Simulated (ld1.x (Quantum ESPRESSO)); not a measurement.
# O (Z = 8): variants of one ultrasoft potential

Base potential:

oxygen (O), ultrasoft, made with ld1.x (Quantum ESPRESSO) 7.5 (PBE, non-relativistic). Core [He], reference 2s2 2p3 (charge +1). Waves: 2s (bound): rcut 0.95, rcutus 1.05 bohr; 2s channel at 1.05 Ry: rcut 0.95, rcutus 1.05 bohr; 2p (bound): rcut 1.20, rcutus 1.45 bohr; 2p channel at 0.7 Ry: rcut 1.20, rcutus 1.45 bohr. Local part: all-electron potential smoothed inside 0.85 bohr (lloc = -2). Core correction: a·sin(br)/r model core inside 1.10 bohr. Augmentation charge: PSQ, radius 1.00 bohr.

Cutoffs, loose and tight: the cutoffs (Ry, on a coarse ladder) from which the occupation-weighted sum of valence levels, in a spherical-Bessel basis at the reference potential, stays within 10 and 1 mRy of its value at 400 Ry. They do not see the model core or the augmentation charge, which bear on the density cutoff. Test errors are all-electron minus pseudo excitation energies from the reference, over the configurations 2s2 2p4; 2s2 2p2; 2s2 2p1; 2s2 2p0; 2s1 2p5; 2s2 2p4.3; 2s2 2p3.5. A dash means not determined; rows that change the core or the reference have their own tests.

Cutoffs are not given where the Bessel-basis levels miss the radial ones by over 6 mRy, ghosts where they miss by over 20 mRy; a channel whose overlap is not positive is not tested.

| change | outcome | cutoff, loose | cutoff, tight | bound ghosts | largest test error (meV) |
| --- | --- | --- | --- | --- | --- |
| base | generated | 35 Ry | 55 Ry | none | +437 |
| all radii but the core radius scaled by about 0.87 (s 0.92, p 1.26 bohr, rcut 0.82/1.04); local potential all-electron potential smoothed inside 0.74 bohr (lloc = -2); augmentation PSQ, radius 0.88 bohr | generated | 45 Ry | 80 Ry | none | +432 |
| all radii but the core radius scaled by about 1.14 (s 1.20, p 1.66 bohr, rcut 1.08/1.38); local potential all-electron potential smoothed inside 0.98 bohr (lloc = -2); augmentation PSQ, radius 1.14 bohr | generated | 30 Ry | 45 Ry | none | +483 |

Question: What comes out with this change to the base: all radii but the core radius scaled by about 0.80 (s 0.84, p 1.16 bohr, rcut 0.76/0.96); local potential all-electron potential smoothed inside 0.68 bohr (lloc = -2); augmentation PSQ, radius 0.80 bohr?

Answer: outcome: generated; cutoff, loose: 50 Ry; cutoff, tight: 90 Ry; bound ghosts: none; largest test error (meV): +418.

Question: What comes out with this change to the base: all radii but the core radius scaled by about 1.27 (s 1.34, p 1.84 bohr, rcut 1.20/1.52); local potential all-electron potential smoothed inside 1.08 bohr (lloc = -2); augmentation PSQ, radius 1.26 bohr?

Answer: outcome: generated; cutoff, loose: 25 Ry; cutoff, tight: 35 Ry; bound ghosts: none; largest test error (meV): +608.

Question: What comes out with this change to the base: all radii but the core radius scaled by about 1.38 (s 1.44, p 2.00 bohr, rcut 1.30/1.64); local potential all-electron potential smoothed inside 1.16 bohr (lloc = -2); augmentation PSQ, radius 1.38 bohr?

Answer: outcome: generated, overlap not positive; bound ghosts: not determined (overlap not positive); largest test error (meV): -1281. A file whose overlap is not positive is unfit for use, and its test errors describe a broken file.

Reading the sweep of the scale of all radii but the core radius (base = 1) (base included, trends over the rows without a ghost): The loose cutoff falls from 50 Ry at 0.8 to 25 Ry at 1.27. A larger radius leaves more room for a smooth pseudo-wave, so fewer plane waves are needed; a smaller one forces it to follow the all-electron wave where it bends sharply. The median size of the test errors (rows with all tests solved) rises from 11.3 meV at 0.8 to 64.7 meV at 1.27. More of the atom is replaced by a form fitted at one configuration, so other configurations suffer as the radius grows.
